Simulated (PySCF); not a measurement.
Radial density of Pr⁵¹⁺ (praseodymium, charge +51)

UHF, [He] 2s2 2p4, high-spin 3P determinant. All numbers are calculated (PySCF 2.14, the spin-free X2C one-electron Hamiltonian (Gaussian nucleus), in an even-tempered Gaussian basis (19 s from 26 bohr⁻², ratio 2.2; 12 p from 33 bohr⁻², ratio 2.2; 5 d from 140 bohr⁻², ratio 2.4; 5 f from 200 bohr⁻², ratio 2.4; 4 g from 300 bohr⁻², ratio 2.4)).

```json
{"r (bohr)": "0.0224", "4πr²ρ (e/bohr)": "66.96", "4πr²(ρα − ρβ)": "4.3318"}
{"r (bohr)": "0.0377", "4πr²ρ (e/bohr)": "50.20", "4πr²(ρα − ρβ)": "12.8873"}
{"r (bohr)": "0.0635", "4πr²ρ (e/bohr)": "62.91", "4πr²(ρα − ρβ)": "21.8508"}
{"r (bohr)": "0.107", "4πr²ρ (e/bohr)": "47.40", "4πr²(ρα − ρβ)": "14.2476"}
{"r (bohr)": "0.180", "4πr²ρ (e/bohr)": "6.723", "4πr²(ρα − ρβ)": "1.8595"}
{"r (bohr)": "0.302", "4πr²ρ (e/bohr)": "0.05799", "4πr²(ρα − ρβ)": "0.0161"}
```

Densities and radii are taken from the X2C orbitals without a picture-change correction, which distorts them close to the nucleus.

Spin-orbit coupling is strong in this species (close to jj coupling), so the high-spin LS determinant is a model state, not a physical level.
